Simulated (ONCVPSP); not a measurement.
# Potentials for Ni (Z = 28) compared

Generated with ld1.x 7.5 (TM, RRKJ, ultrasoft, PAW), atompaw 4.2 or ONCVPSP 4.0.1. The cutoff is in Ry: for ld1.x and atompaw files where the sum of valence levels is converged to 10 mRy in a Bessel basis, for ONCV files where the hardest occupied wave has 1 mHa per electron of residual kinetic energy. The error is the largest all-electron minus pseudo excitation energy over each file’s own four to seven test configurations (ionisations up to +4, promotions, holes and added fractions of an electron), all of which were solved. The labels leave out finer settings (local radius, basis sizes, second energies), which also bear on the numbers. Spin-polarised tests are not counted. The rows are a selection from randomly drawn settings: files with unsolved tests, undetermined cutoffs or missed reference levels are left out.

A true bound ghost makes a file unfit for plane-wave use even where its test errors are small: the radial tests pick states by their node count and pass the ghost by.

| potential | cutoff (Ry) | largest error (meV) | bound ghosts |
| --- | --- | --- | --- |
| ONCV, PBE, scalar-relativistic, rc 1.15/0.95/1.45 (spd), local smoothed, core correction yes, reference 3s2 3p6 3d8 4s2, qcut 9.7/17.4/11.6, projectors 2/1/1 | 142 | +31 | none |
| ONCV, PBE, scalar-relativistic, rc 2.30/1.20/1.70 (spd), local smoothed, core correction yes, reference 3p6 3d8 4s2, qcut 2.8/14/11.2, projectors 2/2/3 | 91 | +64 | s |
| ONCV, PBE, scalar-relativistic, rc 2.45/2.60/1.30 (spd), local smoothed, core correction yes, reference 3d8 4s1.5 4p0.5, qcut 2.7/3.6/13.7, projectors 2/2/2 | 133 | +23 | none |
| ONCV, PW91, fully relativistic, rc 2.05/1.05/1.05 (spd), local d, core correction yes, reference 3p6 3d8 4s2, qcut 4/14.8/13.3, projectors 3/2/0 | 153 | +52 | s |
| ONCV, PBE, scalar-relativistic, rc 1.35/1.20/1.55 (spd), local smoothed, core correction no, reference 3s2 3p6 3d8 4s1.5, qcut 8.4/11.5/11.1, projectors 3/2/2 | 92 | -468 | none |
| ONCV, PBE, scalar-relativistic, rc 1.80/1.55/1.25 (spd), local smoothed, core correction yes, reference 3d8 4s1, qcut 3.5/4.5/14.9, projectors 2/2/2 | 150 | -129 | p |

(1) Fill in the row for Ni: ONCV, BLYP, scalar-relativistic, rc 1.50/0.90/1.45 (spd), local smoothed, core correction no, reference 3s2 3p6 3d8 4s2, qcut 9.8/16.6/11.6, projectors 2/1/2.

(2) Fill in the row for Ni: ONCV, PBE, scalar-relativistic, rc 0.95/0.80/0.95 (spd), local smoothed, core correction no, reference 3s2 3p6 3d8.5 4s1.5, qcut 11.7/11.9/13.7, projectors 2/2/2.

Results:

(1) cutoff 153 Ry, largest error +39 meV, bound ghosts: none.

(2) cutoff 170 Ry, largest error -1.5 meV, bound ghosts: none.
